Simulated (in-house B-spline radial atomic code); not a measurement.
Configurations of As VI (As5+), with energies counted from [Ar] 3d10. All numbers are computed (non-relativistic r2SCAN0, spin-polarised, spherical fractional occupations, exact exchange averaged over the configuration; point nucleus) with a B-spline radial code for spherical atoms, not measured. Shells without spins written out take the highest spin.

Occupations are held fixed; configurations that lie above the ionisation limit could autoionise.

```
        configuration  E - E(ref) (eV)  highest orbital  its <r> (bohr)
         [Ar] 3d9 4p1           56.297            4p up            1.76
[Ne] 3s2 3p5 3d10 4s1           138.87            4s up           1.596
[Ne] 3s2 3p5 3d10 4d1           172.03            4d up            2.19
[Ne] 3s2 3p5 3d10 4f1           187.26            4f up           2.877
```

(1) Order these further configurations by energy, lowest first.
A. [Ar] 3d9 4s1
B. [Ar] 3d9 4d1
C. [Ar] 3d9 4f1
D. [Ne] 3s2 3p5 3d10 4p1

Results:

(1) A (42.951 eV), B (76.018 eV), C (91.239 eV), D (152.24 eV).
